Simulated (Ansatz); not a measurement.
A made-up structure of CH2ClZn (charge +1), singlet:

```xyz
5
angstrom
Cl -2.2529 1.0803 -1.0815
C 1.1853 0.2269 0.2561
Zn -0.7632 -0.2825 -0.1112
H -1.3886 -1.6343 0.2386
H 2.1936 0.4940 0.4447
```

It is relaxed with PBE-D4/def2-SVP and then PBE0-D4/def2-TZVP (Ansatz 0.2.0). Atoms count as bonded within 1.22 times the sum of their covalent radii (H–H: 0.88 Å). The end point is not checked to be a true minimum.

Problem. Does its bonding change? (Judge from chemistry; the calculation decides.)

Solution. The calculation gives: Yes. Formed: C2–H4; broken: Zn3–H4.

Where it ends: The first stage lowers the energy by 5.03 eV in 16 steps. It ends as CH₂ClZn ([CH2][Zn][Cl]), total charge +1:
```
5
angstrom
Cl -2.6932 1.2704 -1.2847
C 0.5678 -0.4250 0.3327
Zn -1.0321 0.4066 -0.4608
H 0.5928 -1.4413 0.7400
H 1.5389 0.0737 0.4195
```

Labels in which every atom is bracketed show which atoms are joined, not bond orders.

For scale, one of the runs: PBE0-D4/def2-TZVP relaxation, 128 basis functions, launched by `ansatz run in.yaml --threads 2 --pin off --events-out ev --progress --plain --max-ram 4352MiB`. The run took about 32 s on 2 CPU threads of an Intel Xeon Platinum 8259CL (shared host).
